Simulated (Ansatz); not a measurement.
Program: Ansatz. Geometries: PBE0-D4/def2-TZVP. ΔE: electronic, gas phase. CBS: MP2 limit from def2 TZ/QZ plus the TZ coupled-cluster correction, frozen cores. This one scheme is used for every species. DFT in def2-TZVPP. For Ge outer-core shells are correlated without core-valence functions, which leaves a few kJ/mol of doubt a bond. Scalar relativity is left out up to krypton. One conformer a species, not always the lowest.

`Cl[SiH](Cl)[O][GeH3]` + `N=C1O[SiH2]1` → `[GeH3]/[N]=C1\O[SiH2]1` + `O[SiH](Cl)Cl`  (ligand exchange at a Ge–O bond)

CCSD(T)/CBS gives +29.7 kJ/mol.

(1) Another level gave +34.5 kJ/mol. Which?
A. SCS-MP2/def2-TZVPP
B. HF/def2-TZVPP
C. BHLYP/def2-TZVPP
D. PBE-D4/def2-TZVPP

Largest T1 diagnostic among the species: 0.017.

## Answers

(1) C. BHLYP 34.5, PBE-D4 25.8, SCS-MP2/def2-TZVPP 30.0, HF/def2-TZVPP 41.8 kJ/mol.

From BLYP to BHLYP (50 % exact exchange), in def2-TZVPP and without D4, ΔE moves by +6.7 kJ/mol. At CCSD(T), def2-SVP lies +5.5 kJ/mol from the extrapolated value and def2-TZVPP +0.2 kJ/mol.
